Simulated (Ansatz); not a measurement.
Reaction (homolysis of the F–Si bond): `F[SiH2]C[SiH3]` → F• + `[SiH2]C[SiH3]`•

Isolated molecules relaxed with PBE0-D4/def2-TZVP in Ansatz; ΔE leaves out vibrations. CBS: MP2 limit from def2 TZ/QZ plus the TZ coupled-cluster correction, frozen cores. This one scheme is used for every species, atoms too. DFT in def2-TZVPP. B3LYP here is the variant with VWN-RPA as its local correlation; programs differ in this. HSE06 is defined as in plane-wave codes. No spin–orbit coupling; open shells (•) take unrestricted orbitals. Spin–orbit coupling would lower the free atoms: a little for F. One conformer a species, not always the lowest.

```tsv
level	ΔE (kcal/mol)	difference from CCSD(T)/CBS
LDA (SPW92)	175.1	16.8
PBE-D4	154.1	-4.2
BLYP-D4	153.2	-5.1
r2SCAN-D4	152.3	-6.0
B97M-V	154.4	-3.9
PBE0-D4	150.2	-8.1
r2SCANh-D4	150.6	-7.7
r2SCAN0-D4	148.3	-10.0
HSE06-D4	150.3	-8.0
BHLYP-D4	147.6	-10.7
CAM-B3LYP-D4	155.8	-2.5
ωB97X-V	156.1	-2.2
ωB97M-V	157.1	-1.2
B2PLYP	154.5	-3.8
PBE-QIDH	152.7	-5.6
PBE	153.9	-4.4
BLYP	152.7	-5.6
PBE0	150.0	-8.3
B3LYP	152.1	-6.2
r2SCANh	150.6	-7.7
r2SCAN0	148.2	-10.1
HSE06	150.1	-8.2
BHLYP	147.4	-10.9
CAM-B3LYP	155.6	-2.7
LC-ωPBE	153.6	-4.7
RPA@PBE/def2-TZVPP	142.8	-15.5
HF/def2-SVP	112.6	-45.7
MP2/def2-SVP	149.8	-8.5
CCSD/def2-SVP	141.7	-16.6
CCSD(T)/def2-SVP	142.6	-15.7
HF/def2-TZVPP	118.3	-40.0
MP2/def2-TZVPP	161.0	2.7
SCS-MP2/def2-TZVPP	157.8	-0.5
CCSD/def2-TZVPP	151.0	-7.3
CCSD(T)/def2-TZVPP	153.1	-5.2
HF/def2-QZVPP	119.0	-39.3
SCS-MP2/def2-QZVPP	161.3	3.0
HF/CBS(def2)	119.1	-39.2
MP2/CBS(def2)	166.2	7.9
CCSD/CBS(def2)	156.2	-2.1
CCSD(T)/CBS	158.3	0
```

Largest T1 diagnostic among the species: 0.013.

From BLYP to BHLYP (50 % exact exchange), in def2-TZVPP and without D4, ΔE moves by −5.3 kcal/mol: exact exchange takes away binding that semilocal exchange gives to molecules. Leaving LDA and LC-ωPBE aside and taking each functional with its dispersion term where it has one, the values spread over 9.5 kcal/mol, from BHLYP-D4 to ωB97M-V. LDA lies +21.3 kcal/mol from PBE without D4, its usual overbinding. In def2-TZVPP, CCSD(T) changes the Hartree–Fock value by +34.8 kcal/mol (the triples alone add +2.1 kcal/mol) and MP2 by +42.7 kcal/mol; breaking electron pairs costs correlation energy, which Hartree–Fock lacks.

CCSD(T)/CBS has its own doubt, a few kJ/mol and more with outer-core shells, so smaller differences from it don't rank the levels.
